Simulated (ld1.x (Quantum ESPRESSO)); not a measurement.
# Pt: one change to a TM potential, before and after

Pt, norm-conserving Troullier–Martins (Kleinman–Bylander form), made with ld1.x (Quantum ESPRESSO) 7.5 (LDA (PZ), scalar-relativistic). Core [Xe] 4f14, reference 5d9 6s0.75 6p0.25. Waves: 6p (bound): rc 3.70 bohr; 5d (bound): rc 1.70 bohr; 6s (bound): rc 2.20 bohr. Local part: the s channel. Core correction: none.

Change: local potential all-electron potential smoothed inside 2.80 bohr (lloc = -1).

Cutoffs: the cutoffs (Ry, on a coarse ladder) from which the occupation-weighted sum of valence levels, in a spherical-Bessel basis at the reference potential, stays within 10 and 1 mRy of its value at 400 Ry; they do not see the model core or the augmentation charge, which bear on the density cutoff. Errors are all-electron minus pseudo energies relative to the spin-unpolarised reference configuration.

Task: What does the change do?

Result: The potential gets neither clearly harder nor softer (40 Ry and 50 Ry → 40 Ry and 50 Ry); of the 9 tests that both files solve, the error grows in 0 and shrinks in 4 by more than 15 % and 0.3 meV (median size 34.7 → 22.1 meV); neither file shows a bound ghost.

| quantity | base | changed |
| --- | --- | --- |
| cutoff, loose | 40 Ry | 40 Ry |
| cutoff, tight | 50 Ry | 50 Ry |
| bound ghosts | none | none |
| error for 5d9 6s1 6p0, meV [ΔE -1.26 eV] | +0.6 | +0.6 |
| error for 5d9 6s0 6p0, meV [ΔE 8.29 eV] | -6.0 | -6.1 |
| error for 5d8 6s0 6p0, meV [ΔE 28.55 eV] | -35 | -22 |
| error for 5d9.5 6s0.5 6p0, meV [ΔE -1.34 eV] | -12 | -9.6 |
| error for 5d7 6s0 6p0, meV [ΔE 61.06 eV] | -211 | -150 |
| error for 5d9 6s0.5 6p0, meV [ΔE 2.60 eV] | -1.8 | -1.8 |
| error for 5d8 6s2 6p0, meV [ΔE -0.33 eV] | -52 | -42 |
| error for 5d9 6s0.75 6p0.25 (spin-polarised), meV [ΔE -0.35 eV] | +99 | +99 |
| error for 5d9 6s1 6p0 (spin-polarised), meV [ΔE -1.64 eV] | +104 | +104 |
| s: phases at 4.00 bohr within 0.05 rad from the reference energy up to (Ry; the scan ends near 5) | 0.9 | 0.8 |
| p: phases at 4.00 bohr within 0.05 rad from the reference energy up to (Ry; the scan ends near 5) | 1.4 | 1.1 |
| d: phases at 4.00 bohr within 0.05 rad from the reference energy up to (Ry; the scan ends near 5) | 0.5 | 0.6 |
